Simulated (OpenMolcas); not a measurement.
**Cu4+ in a point-charge field**

Cu4+ among 4 point charges of -1 e arranged as a tetrahedron (Td), 1.87 Å from the ion.

* Program: OpenMolcas 26.06
* Method: SS-CASPT2, IPEA 0.25 Eh, imaginary shift 0.1 Eh (closed shells correlated: 3s 3p)
* Basis: ANO-RCC-VDZP [5s4p2d1f]
* Scalar Hamiltonian: DKH2, point nucleus
* Active space: 7 electrons in 5 orbitals (3d)
* State averaging: 2S+1 = 4 even, 10 roots; 2S+1 = 2 even, 40 roots
* Spin-orbit coupling: RASSI with atomic mean-field integrals over the reference wave functions

The lowest spin-free states (labels of Td), above the lowest:

```json
{"State": "4A2", "Degeneracy": "1", "E (cm-1)": "0", "Free-ion L (%)": "F (100)"}
{"State": "4T2", "Degeneracy": "3", "E (cm-1)": "220", "Free-ion L (%)": "F (100)"}
{"State": "4T1", "Degeneracy": "3", "E (cm-1)": "870", "Free-ion L (%)": "F (100)"}
{"State": "4T1", "Degeneracy": "3", "E (cm-1)": "21370", "Free-ion L (%)": "P (100)"}
{"State": "2A1", "Degeneracy": "1", "E (cm-1)": "22390", "Free-ion L (%)": "G (100)"}
{"State": "2E", "Degeneracy": "2", "E (cm-1)": "22500", "Free-ion L (%)": "G (99)"}
{"State": "2T1", "Degeneracy": "3", "E (cm-1)": "22530", "Free-ion L (%)": "G (100)"}
{"State": "2T2", "Degeneracy": "3", "E (cm-1)": "22670", "Free-ion L (%)": "G (100)"}
{"State": "2T1", "Degeneracy": "3", "E (cm-1)": "29280", "Free-ion L (%)": "H (64)"}
{"State": "2T1", "Degeneracy": "3", "E (cm-1)": "29830", "Free-ion L (%)": "H (61)"}
{"State": "2T1", "Degeneracy": "3", "E (cm-1)": "30240", "Free-ion L (%)": "H (75)"}
{"State": "2T2", "Degeneracy": "3", "E (cm-1)": "30850", "Free-ion L (%)": "H (99)"}
{"State": "2T2", "Degeneracy": "3", "E (cm-1)": "30980", "Free-ion L (%)": "D (99)"}
{"State": "2E", "Degeneracy": "2", "E (cm-1)": "31150", "Free-ion L (%)": "H (99)"}
{"State": "2E", "Degeneracy": "2", "E (cm-1)": "31150", "Free-ion L (%)": "D (99)"}
{"State": "2A2", "Degeneracy": "1", "E (cm-1)": "50860", "Free-ion L (%)": "F (100)"}
{"State": "2T2", "Degeneracy": "3", "E (cm-1)": "51020", "Free-ion L (%)": "F (100)"}
{"State": "2T1", "Degeneracy": "3", "E (cm-1)": "51100", "Free-ion L (%)": "F (100)"}
{"State": "2E", "Degeneracy": "2", "E (cm-1)": "79810", "Free-ion L (%)": "D (100)"}
{"State": "2T2", "Degeneracy": "3", "E (cm-1)": "79880", "Free-ion L (%)": "D (100)"}
```

The lowest levels with spin-orbit coupling:

```csv
E (cm-1),Degeneracy,Label,2S+1,g
0,4,Γ8,4,
300,4,Γ8,4,
510,2,Γ6,4,4.26 4.26 4.26
1830,2,Γ6,4,2.26 2.26 2.26
1840,2,Γ7,4,4.00 4.00 4.00
2000,4,Γ8,4,
3020,4,Γ8,4,
3350,2,Γ7,4,2.00 2.00 2.00
3990,4,Γ8,4,
22240,4,Γ8,4,
22240,2,Γ7,4,2.66 2.66 2.66
22680,4,Γ8,4,
23040,2,Γ6,2,4.06 4.06 4.06
23170,4,Γ8,2,
23370,4,Γ8,2,
23540,2,Γ6,4,2.62 2.62 2.62
24740,2,Γ6,2,2.09 2.09 2.09
24810,4,Γ8,2,
24930,2,Γ7,2,2.66 2.66 2.66
29980,4,Γ8,2,
```

Powder χT (cm3 K/mol): 4.16 at 2 K, 4.21 at 10 K, 4.46 at 50 K, 4.75 at 100 K, 5.11 at 200 K, 5.28 at 300 K. The effective moment at 300 K is 2.828 √(χT) = 6.50 μB.

The lowest level has 2S+1 = 4, for which the spin-only value is χT = S(S+1) / 2 = 1.875 cm3 K/mol (g = 2). The computed 5.275 at 300 K differs by +3.400, through orbital momentum, spin-orbit coupling and any other state in reach.

Roots that are degenerate in the reference are averaged as groups; the widest CASPT2 spread within a group is 620 cm-1 (the 3-fold group of multiplicity 4 near 220 cm-1 above the lowest state of its run). Shifts and gaps below about the spread of the groups concerned are not significant. Spin-orbit coupling mixes the spin-free states strongly: the lowest level takes only 47 % from its leading state, 4T2, which lies 220 cm-1 above the lowest spin-free state. The ground term spreads over less than 5000 cm-1, several times less than with real ligands, so orbital moments are less quenched and χT lies further from the spin-only value than at real sites. Free-ion shares, where given, are those of the reference states; single-state CASPT2 does not remix them. Point charges carry no covalency, so the field is a model and not that of real ligands. No measured value stands beside these numbers.

The CASPT2 steps took 4.1 s on 1 thread of Arm Neoverse V1, on a shared host; the integral step is not counted.
